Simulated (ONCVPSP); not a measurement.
Scattering properties, ONCV potential for lutetium

- Element: lutetium (Lu)
- Generator: ONCVPSP 4.0.1
- Type: optimised norm-conserving Vanderbilt (ONCV)
- Functional: BLYP
- Relativity: scalar-relativistic
- Frozen core: [Kr] 4d10
- Valence charge: 25
- Reference configuration: 4f14 5s2 5p6 5d1 6s2
- Partial waves: 5s+6s: rc 2.25 bohr, ncon 5, nbas 9, qcut 5.2 1/bohr, 2 projectors; 5p: rc 1.50 bohr, ncon 3, nbas 7, qcut 6.1 1/bohr, 2 projectors, debl 1.7 Ha; 5d: rc 2.70 bohr, ncon 4, nbas 8, qcut 5.6 1/bohr, 1 projector; 4f: rc 0.80 bohr, ncon 5, nbas 10, qcut 18.5 1/bohr, 1 projector
- Local potential: polynomial inside 0.60 bohr (lpopt 3, dvloc0 3 Ha)
- Core correction: none

The phase is arctan(r·R′/R) of the radial function R(r), unwrapped; energies in Ha, scanned from -4 to 5 Ha. A pole is an energy at which the radial function vanishes at the test radius. The pseudo phase is shifted by a multiple of π to meet the all-electron one at the reference energy, and phase errors are pseudo minus all-electron; the curves can meet again beyond the range given. Levels narrower than the energy grid can be missing from the lists of poles.

**Question.** For each channel, where are the poles, and over which energies does the pseudopotential scatter like the atom?

**Answer.**

| channel | radius (bohr) | reference energy (Ha) | poles, all-electron | poles, pseudo | unbroken range about the reference energy with phases within 0.05 rad | phase error 1 Ha above the reference energy (rad) |
| --- | --- | --- | --- | --- | --- | --- |
| s | 2.28 | -0.17 | -2.15, 2.65 | -2.15, 2.56 | below 3.6 | -0.001 |
| p | 1.52 | -1.16 | 1.00 | 1.00 | the whole range | +0.000 |
| d | 2.75 | -0.06 | 0.35, 3.32 | 0.32, 0.47, 3.54 | below 0.4 | -3.084 |
| f | 0.81 | -0.34 | 2.89 | 3.02 | the whole range | +0.002 |

Note: ghosts flagged at negative energy: s at -424.3 eV, p at -112.1 eV; GHOST(+) flagged for d at 11.3 eV. A true bound ghost makes a file unfit for plane-wave use.

Phases in the d channel:

```
E (Ha)  all-electron  pseudo
 -3.98         1.421   1.421
 -3.50         1.409   1.409
 -3.02         1.394   1.394
 -2.54         1.374   1.374
 -2.06         1.346   1.346
 -1.58         1.303   1.302
 -1.10         1.220   1.220
 -0.62         0.982   0.981
 -0.14        -0.721  -0.722
  0.34        -1.564  -1.596
  0.82        -1.840  -4.938
  1.30        -2.661  -5.535
  1.78        -4.253  -7.266
  2.26        -4.535  -7.638
  2.74        -4.638  -7.755
  3.22        -4.701  -7.820
  3.70        -4.754  -7.870
  4.18        -4.817  -7.919
  4.66        -4.931  -7.986
```
